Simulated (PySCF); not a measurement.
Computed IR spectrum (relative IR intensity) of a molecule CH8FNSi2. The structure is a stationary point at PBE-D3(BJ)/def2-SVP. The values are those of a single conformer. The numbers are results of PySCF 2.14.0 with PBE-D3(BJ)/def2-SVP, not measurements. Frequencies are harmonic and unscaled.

Lines under 2 % of the strongest are left out, and lines within 2 cm⁻¹ are merged.

ν (cm⁻¹): 280 (m), 597 (vw), 652 (vw), 709 (w), 759 (s), 798 (w), 813 (m), 825 (vs), 873 (m), 889 (w), 916 (m), 1063 (vw), 1211 (vw), 1585 (w), 2125 (m), 2136 (m), 2145 (m), 2156 (s), 2972 (vw) (against the strongest line: vs over 80 %, s over 45 %, m over 15 %, w over 4 %, vw less)

Identify the compound among the candidates.
A. CN[SiH2][SiH2]F
B. C[Si@@](N)(F)[SiH3]
C. N[Si@H](F)C[SiH3]
D. NC[SiH2][SiH2]F

D, NC[SiH2][SiH2]F
